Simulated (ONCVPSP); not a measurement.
## Building the ONCV potential for helium (PBE, scalar-relativistic).

ONCVPSP 4.0.1 was run on this input:

```
# ATOM AND REFERENCE CONFIGURATION
# atsym  z   nc   nv     iexc    psfile
  He 2.00    0    1        4      upf
#
#   n    l    f
    1    0    2.00
#
# PSEUDOPOTENTIAL AND OPTIMIZATION
# lmax
    1
#
#   l,   rc,      ep,       ncon, nbas, qcut
    0    0.40    0.00    4    7   16.20
    1    0.45    0.06    3    7   19.90
#
# LOCAL POTENTIAL
# lloc, lpopt,  rc(5),   dvloc0
    4    5    0.30    0.00
#
# VANDERBILT-KLEINMAN-BYLANDER PROJECTORs
# l, nproj, debl
    0    2    3.50
    1    2    3.20
#
# MODEL CORE CHARGE
# icmod, fcfact, rcfact
    0    0.00    0.00
#
# LOG DERIVATIVE ANALYSIS
# epsh1, epsh2, depsh
   -2.00    5.00    0.02
#
# OUTPUT GRID
# rlmax, drl
    6.00    0.01
#
# TEST CONFIGURATIONS
# ncnf
    2
# nvcnf
#   n    l    f
    1
    1    0    1.00
#
    1
    1    0    1.50
#
```

Command:

```bash
oncvpsp.x < He.dat > He.out
```

The program printed (shortened: citation, most of the input echo, consistency checks and plot data are left out):

```
ONCVPSP  (Optimized Norm-Conservinng Vanderbilt PSeudopotential)
scalar-relativistic version 4.0.1

#   n    l    f        energy (Ha)
    1    0    2.00    -5.7930928E-01

Reference configufation results
  iterations    27
  all-electron total energy (Ha)   -2.89307390D+00

Begin loop to  construct optimized pseudo wave functions
and semi-local pseudopoentials for all angular momenta

   Wellstate for l =  0  n =  3
     eigenvalue =   2.9207
     asymptotic potential =   3.4207
     half-point radius =  2.4668

Calculating optimized projector #   1

 for l=   0

    Fraction of norm inside rc  0.160590
    Optimizing pswf for qcut=  16.17 a_B^-1,  ecut= 130.72 Ha
    Residual kinetic energy error=  6.20D-04 Ha

    Energy error per electron        Cutoff
         Ha          eV             Ha
         0.01000     0.27211       64.98
         0.00100     0.02721      118.61
         0.00010     0.00272      501.88
         0.00001     0.00027      730.82

Calculating optimized projector #   2

 for l=   0

    Fraction of norm inside rc  0.037074
    Optimizing pswf for qcut=  16.17 a_B^-1,  ecut= 130.72 Ha
    Residual kinetic energy error=  1.95D-04 Ha

    Energy error per electron        Cutoff
         Ha          eV             Ha
         0.01000     0.27211       42.53
         0.00100     0.02721       94.28
         0.00010     0.00272      146.01
         0.00001     0.00027      373.87

   Wellstate for l =  1  n =  2
     eigenvalue =   0.0600
     asymptotic potential =   0.5600
     half-point radius = 21.4818

   Wellstate for l =  1  n =  3
     eigenvalue =   3.2600
     asymptotic potential =   3.7600
     half-point radius =  2.0761

Calculating optimized projector #   1

 for l=   1

    Fraction of norm inside rc  0.000036
    Optimizing pswf for qcut=  19.90 a_B^-1,  ecut= 197.99 Ha
    Residual kinetic energy error=  2.85D-10 Ha

    Energy error per electron        Cutoff
         Ha          eV             Ha
         0.01000     0.27211        0.26
         0.00100     0.02721        0.97
         0.00010     0.00272        4.80
         0.00001     0.00027       15.50

Calculating optimized projector #   2

 for l=   1

    Fraction of norm inside rc  0.009992
    Optimizing pswf for qcut=  19.90 a_B^-1,  ecut= 197.99 Ha
    Residual kinetic energy error=  1.07D-07 Ha

    Energy error per electron        Cutoff
         Ha          eV             Ha
         0.01000     0.27211       10.97
         0.00100     0.02721       28.73
         0.00010     0.00272       64.69
         0.00001     0.00027      113.20

Construct Vanderbilt / Kleinmman-Bylander projectors

B matrix Hermiticity error, ll=   0
   1   2   -8.9804E-05

  Orthonormal projector coefficients -1.0244E+02 -4.0795E+00

B matrix Hermiticity error, ll=   1
   1   2    4.6806E-07

  Orthonormal projector coefficients -6.3492E+00 -4.8948E-01

Pseudoatom total energy   -2.892755

Diagnostic tests using Vanderbilt-Kleinman-Bylander pseudopotentials
  1 or more projectors used as specified by nproj input data

   l    rcore       rmatch      e in        delta e   norm test  slope test

   0   0.4015457   0.4137375  -0.5793093  -0.0000532   0.9999987   1.0000515
   0   0.4015457   0.4137375   2.9206907  -0.0001050   1.0001831   1.0001831

   1   0.4525793   0.4663205   0.0600000  -0.0011001   1.0001328   1.0001328
   1   0.4525793   0.4663205   3.2600000  -0.0012129   1.0001629   1.0001629

 Testing for bound ghosts
   n   l    E NL Schr. Eq   E Basis Diag.   E Cutoff

   1   0       -0.579362        0.406009   1155.30

 Testing for highly-localized positive-energy ghosts
       l    <radius>/rc     E Basis Diag.   E Cutoff

Test configuration 0

   n   l     f        eae           eps        diff
   1   0  2.0000   -0.57930928   -0.57936245   -5.32D-05

    Total energies and differences
      AE_ref= -2.89307390D+00  AE_tst= -2.89307390D+00  dif=  0.00D+00
      PS_ref= -2.89275497D+00  PS_tst= -2.89275497D+00  dif= -1.82D-14
      PSP excitation error=  1.82D-14

Test configuration 1

   n   l     f        eae           eps        diff
   1   0  1.0000   -1.43799912   -1.43794809    5.10D-05

    Total energies and differences
      AE_ref= -2.89307390D+00  AE_tst= -1.90214675D+00  dif=  9.91D-01
      PS_ref= -2.89275497D+00  PS_tst= -1.90180136D+00  dif=  9.91D-01
      PSP excitation error= -2.65D-05

Test configuration 2

   n   l     f        eae           eps        diff
   1   0  1.5000   -0.98198678   -0.98202325   -3.65D-05

    Total energies and differences
      AE_ref= -2.89307390D+00  AE_tst= -2.50527560D+00  dif=  3.88D-01
      PS_ref= -2.89275497D+00  PS_tst= -2.50493110D+00  dif=  3.88D-01
      PSP excitation error= -2.56D-05
```

The run took about 6.6 s on one core of a shared server CPU.
